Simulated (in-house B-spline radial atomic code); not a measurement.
## PBE hybrid excitations of the rubidium ion Rb⁷⁺

Method: PBE hybrid with 0.9 exact exchange. Computed with an all-electron radial atomic-structure program (B-spline basis): linear response of the closed shell [Ar] 3d10 4s2 with the functional's adiabatic kernel; scalar-relativistic (spin-free one-electron X2C), finite nucleus, no spin-orbit coupling, no double excitations, S, P, D and F terms only; shells from n = 2 respond. Only terms of natural parity with L up to 3 were computed.

Command:
```bash
python run_td.py task.json out
```
Settings (radii: box in bohr, nucleus in fm):
```
Z                        37
electrons                30
configuration            [Ar] 3d10 4s2
hamiltonian              x2c
method                   pbeh
box_radius               12.81
exact_exchange_fraction  0.9
rms_radius               4.2036
intervals                70
```

Run time, properties included: 2 s on 1 thread of Arm Neoverse N1, with other jobs on the host.

The lowest states, in the order of their Tamm-Dancoff energies; the method's threshold (minus the highest occupied level) is 131.18 eV. Labels give the largest channel, * marks a mixed state, and oscillator strengths are full-response dipole values. Semilocal kernels can invert the small singlet-triplet splittings of Rydberg terms. Energies in eV:

```tsv
state	full response	Tamm-Dancoff	oscillator strength
4s → 4p 3P	15.637	16.126	-
4s → 4p 1P	22.781	23.326	1.53
4s → 4d 3D	?	?	-
4s → 4d 1D	50.65	50.70	-
4s → 5s 3S	64.14	64.15	-
4s → 5s 1S	65.50	65.54	-
4s → 5p 3P	72.21	72.22	-
4s → 5p 1P	72.79	72.83	0.114
4s → 4f 3F	74.42	74.44	-
4s → 4f 1F	75.31	75.31	-
4s → 5d 3D	84.21	84.21	-
4s → 5d 1D	?	?	-
4s → 6s 3S	90.71	90.71	-
4s → 6s 1S	91.10	91.11	-
4s → 6p 3P	94.57	94.58	-
4s → 6p 1P	94.75	94.76	0.0507
```

(1) Where does 4s → 5d 1D lie?

(2) Where does 4s → 4d 3D lie?

(3) How large is the singlet-triplet splitting of 4s → 4p (P terms) in Tamm-Dancoff?

(4) What polarisabilities and dispersion coefficient does the method give?

## Answers

(1) At 84.65 eV in full response, 84.66 eV in Tamm-Dancoff.

(2) At 48.22 eV in full response, 48.25 eV in Tamm-Dancoff.

(3) 7.2 eV, from the unrounded values.

(4) Dipole 2.384 bohr³, quadrupole 2.049 bohr⁵, C6 4.174 hartree·bohr⁶ for two such species.
